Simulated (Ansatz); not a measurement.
Members of the series CXY, Y = chloro; each row names its spin state. Gas-phase values, no solvent. One relaxed conformer stands for each flexible species; it need not be the lowest. Strings in code marks are SMILES.

Quantity: adiabatic spin-state energy, in eV. The DFT solution of `Cl[C]Cl`, `[SiH3][C]Cl` and `[CH]Cl` is unstable or spin-contaminated; the geometry comes from it. HF references are unrestricted for open shells and restricted for singlets. The restricted reference of `Cl[C]Cl`, `[SiH3][C]Cl` and `[CH]Cl` is unstable towards unrestricted orbitals.

Level 1: frozen-core CCSDT(Q)/6-31g // PBE0-D3(BJ)/def2-TZVP (Ansatz, a first-principles code)
Level 2: frozen-core CCSD(T)/6-31g // PBE0-D3(BJ)/def2-TZVP (Ansatz)
Level 3: PBE/cc-pVTZ // PBE0-D3(BJ)/def2-TZVP (Ansatz)
Level 4: PBE0/cc-pVTZ // PBE0-D3(BJ)/def2-TZVP (Ansatz)

```json
[
 {"species": "`Cl[C]Cl`: multiplicity 3 minus multiplicity 1", "level 1": "0.47", "level 2": "0.45", "level 3": "0.81", "level 4": "0.60"},
 {"species": "`[SiH3][C]Cl`: multiplicity 3 minus multiplicity 1", "level 1": "[?]", "level 2": "-0.74", "level 3": "-0.410", "level 4": "-0.58"},
 {"species": "`[CH]Cl`: multiplicity 3 minus multiplicity 1", "level 1": "-0.261", "level 2": "[?]", "level 3": "[?]", "level 4": "-0.041"}
]
```

### Question
Some entries are withheld; supply them.

### Answer

- `[SiH3][C]Cl`: multiplicity 3 minus multiplicity 1, level 1: -0.72
- `[CH]Cl`: multiplicity 3 minus multiplicity 1, level 2: -0.273
- `[CH]Cl`: multiplicity 3 minus multiplicity 1, level 3: 0.098
